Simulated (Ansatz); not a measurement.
Calculated with Ansatz (gas phase, PBE0-D4/def2-TZVP geometries, no zero-point term in ΔE). CCSD(T)/CBS is the MP2 limit (def2-TZVPP, def2-QZVPP) plus CCSD(T) − MP2 in def2-TZVPP, frozen cores. This one scheme is used for every species. DFT in def2-TZVPP. Each species was taken in one conformer, which may not be the lowest.

Reaction (formal exchange of groups at the Si–Si bond): `BN(C)[SiH2][SiH3]` + CH₄ → `BN(C)[SiH2]C` + SiH₄

CCSD(T)/CBS gives +1.8 kJ/mol.

Task: Another level gave -0.9 kJ/mol. Which?
A. r2SCAN0-D4/def2-TZVPP
B. B2PLYP/def2-TZVPP
C. HF/def2-TZVPP
D. revPBE-D4/def2-TZVPP

Result: B. B2PLYP -0.9, HF/def2-TZVPP -9.7, r2SCAN0-D4 4.7, revPBE-D4 13.3 kJ/mol.

Task: What do rigid-rotor, harmonic-oscillator terms from PBE0-D4/def2-TZVP frequencies (298.15 K, 1 bar) make of the CCSD(T)/CBS value? (An estimate is asked.)

Result: Computed: ΔZPE = -4.8 kJ/mol, ΔH = -4.4 kJ/mol, ΔS = 3 J/(mol·K), ΔG = -5.3 kJ/mol. Modes under 50 cm⁻¹ make the entropy rough.

Largest T1 diagnostic among the species: 0.013.

From BLYP to BHLYP (50 % exact exchange), in def2-TZVPP and without D4, ΔE moves by −6.6 kJ/mol. The D4 term adds +3.4 kJ/mol with B3LYP and +1.9 kJ/mol with PBE0; it sums over pairs of atoms, weighted by their polarisabilities, and B3LYP, whose exchange is more repulsive, gets the larger term.

B3LYP here is the variant with VWN-RPA as its local correlation; programs differ in this.
